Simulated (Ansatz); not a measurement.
Ligand exchange: AuCl + C4H10O → AuOH + C4H9Cl

Species: AuCl (gold monochloride), singlet; C4H10O (2-methyl-1-propanol) `CC(C)CO`, singlet; AuOH `[OH][Au]`, singlet; C4H9Cl (1-chloro-2-methylpropane) `CC(C)CCl`, singlet. The partners trade Cl for OH: Au–Cl and C–OH bonds give way to Au–OH and C–Cl.

Shapes, held fixed at every level: PBE0-D4/def2-TZVP. Flexible molecules stand in one conformer, not always the lowest. Programs: Ansatz 0.2.0. Electronic energies: no zero-point or thermal term.

```json
{"level": "HF/def2-TZVPP", "kind": "Hartree–Fock", "ΔE (kJ/mol)": "+148.7", "less CCSD(T)/def2-TZVPP": "+49.8", "CPU time (sum over the molecules)": "–"}
{"level": "B3LYP-D4/def2-TZVPP", "kind": "global hybrid", "ΔE (kJ/mol)": "+98.3", "less CCSD(T)/def2-TZVPP": "-0.6", "CPU time (sum over the molecules)": "55 s"}
{"level": "PBE0-D4/def2-TZVPP", "kind": "global hybrid", "ΔE (kJ/mol)": "+105.5", "less CCSD(T)/def2-TZVPP": "+6.6", "CPU time (sum over the molecules)": "32 s"}
{"level": "wB97M-V/def2-TZVPP", "kind": "range-separated hybrid", "ΔE (kJ/mol)": "+108.9", "less CCSD(T)/def2-TZVPP": "+10.0", "CPU time (sum over the molecules)": "1.7 min"}
{"level": "B2PLYP/def2-TZVPP", "kind": "double hybrid", "ΔE (kJ/mol)": "+96.9", "less CCSD(T)/def2-TZVPP": "-2.0", "CPU time (sum over the molecules)": "60 s"}
{"level": "MP2/def2-TZVPP", "kind": "perturbation theory", "ΔE (kJ/mol)": "+91.3", "less CCSD(T)/def2-TZVPP": "-7.6", "CPU time (sum over the molecules)": "–"}
{"level": "CCSD(T)/def2-TZVPP", "kind": "coupled cluster or CI", "ΔE (kJ/mol)": "+98.9", "less CCSD(T)/def2-TZVPP": "0.0", "CPU time (sum over the molecules)": "28 min"}
```

The highest level, CCSD(T)/def2-TZVPP, gives ΔE = +98.9 kJ/mol; the levels span +91.3 to +148.7. The column of differences is taken from that level and isn't an error. No measured value is set beside it here. T1 is large for AuCl, AuOH, so single-reference values are less sure there. For atoms past krypton def2 sets carry core potentials with scalar relativity. Correlated rows may include outer-core shells of Au, which these sets cover unevenly. Times are processor times on shared x86 and Arm servers, and rough.
